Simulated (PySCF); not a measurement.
## Spin-rotation constants: `[H][Ga]([H])[OH]`, GaH$_{3}$O

Geometry (Å), atoms numbered from 1 in this order:
```xyz
5

Ga    0.294    0.491   -0.111
H     1.827    0.378   -0.207
H    -0.532    1.782   -0.281
O    -0.535   -0.937    0.210
H    -1.053   -1.713    0.388
```

Level of theory: PySCF, GIAO PBE0/def2-SVP magnetisability, rotational g tensor and spin-rotation constants, non-relativistic, gas phase. Geometry: GFN2-xTB.

The calculation is non-relativistic, which matters for the atoms heavier than Zn.

Problem. Give the nuclear spin-rotation constants along the inertial axes (H = +C I·J) beside the isotropic shieldings.

Solution. Rotational constants 132.9430, 11.4285, 10.5238 GHz. A star marks the isotopologue with that one atom substituted, in its own axes.
| atom | isotope | Caa (kHz) | Cbb (kHz) | Ccc (kHz) | mean (kHz) | σ (ppm) |
| --- | --- | --- | --- | --- | --- | --- |
| Ga1 | 69Ga | 241.950 | 14.432 | 19.366 | 91.916 | 1516.3 |
| H2 | 1H | -6.460 | 0.025 | -0.751 | -2.395 | 26.2 |
| H3 | 1H | -6.063 | -0.001 | -0.750 | -2.271 | 26.1 |
| H5 | 1H | 8.412 | -1.289 | -1.297 | 1.942 | 26.8 |
| O4 | 17O* | -26.314 | -1.730 | 0.159 | -9.295 | 258.8 |

For the geometry as given, no vibrational averaging.
